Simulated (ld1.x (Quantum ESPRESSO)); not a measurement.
# An all-electron radial function and its pseudo partner (silicon (Si))

Columns: radius, all-electron u(r) and pseudo u(r) of the 3p shell (level -4.17 eV) of silicon in the configuration [Ne] 3s2 3p2; LDA (PZ), scalar-relativistic, TM semilocal scheme, ld1.x (Quantum ESPRESSO) 7.5.

```tsv
r (bohr)	all-electron	pseudo
0.110	0.1170	-0.0045
0.220	0.2330	-0.0180
0.330	0.2628	-0.0400
0.440	0.2249	-0.0700
0.550	0.1478	-0.1072
0.660	0.0523	-0.1504
0.770	-0.0483	-0.1985
0.880	-0.1459	-0.2499
0.990	-0.2361	-0.3031
1.100	-0.3166	-0.3564
1.210	-0.3865	-0.4078
1.320	-0.4459	-0.4558
1.430	-0.4952	-0.4988
1.540	-0.5348	-0.5357
1.650	-0.5658	-0.5657
1.760	-0.5888	-0.5886
1.870	-0.6049	-0.6048
1.980	-0.6148	-0.6148
2.090	-0.6194	-0.6194
2.200	-0.6195	-0.6195
2.310	-0.6157	-0.6157
2.420	-0.6087	-0.6087
2.530	-0.5990	-0.5990
2.640	-0.5871	-0.5871
2.750	-0.5735	-0.5735
2.860	-0.5585	-0.5585
```

Task: How many radial nodes do the two functions have?

Result: The all-electron 3p function has n − l − 1 = 1; the pseudo-wave has 0, since the states of the same l below it are removed with the core.

Task: Is the pseudo-wave norm-conserving?

Result: Yes: the TM semilocal scheme keeps the norm inside the radius equal to the all-electron one, which fixes the energy derivative of the logarithmic derivative at the level.
